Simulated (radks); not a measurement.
Charge is removed step by step from the 3p3/2 level of Ti+, starting from [Ne] 3s2 3p(1/2: 2, 3/2: 4) 3d2 4s1. Method: Dirac Kohn-Sham, BLYP, spin-unpolarised, spherical densities, finite nucleus; open shells fill j = l - 1/2 first; Fermi nuclear charge, rms radius 3.5921 fm; computed with a radial shooting solver on a logarithmic mesh with Libxc functionals.

| removed (e) | E - E(0) (eV) | eigenvalue (eV) | E minus straight line (eV) |
|---|---|---|---|
| 0 | 0.000 | -45.737 | 0.000 |
| 0.1 | 4.646 | -47.194 | -0.696 |
| 0.2 | 9.440 | -48.683 | -1.244 |
| 0.3 | 14.384 | -50.201 | -1.642 |
| 0.4 | 19.481 | -51.747 | -1.887 |
| 0.5 | 24.734 | -53.319 | -1.976 |
| 0.6 | 30.146 | -54.915 | -1.907 |
| 0.7 | 35.718 | -56.533 | -1.677 |
| 0.8 | 41.453 | -58.174 | -1.284 |
| 0.9 | 47.353 | -59.836 | -0.725 |
| 1 | 53.421 | -61.517 | 0.000 |

Removing the whole electron costs 53.421 eV by Delta-SCF, against 45.737 eV from minus the eigenvalue at the starting occupation. Slater's transition state (half an electron removed) gives 53.319 eV. Integrating minus the eigenvalue over the occupation (Janak's theorem) gives 53.421 eV. The mean slope of the eigenvalue, de/dn, is 15.8 eV per electron.
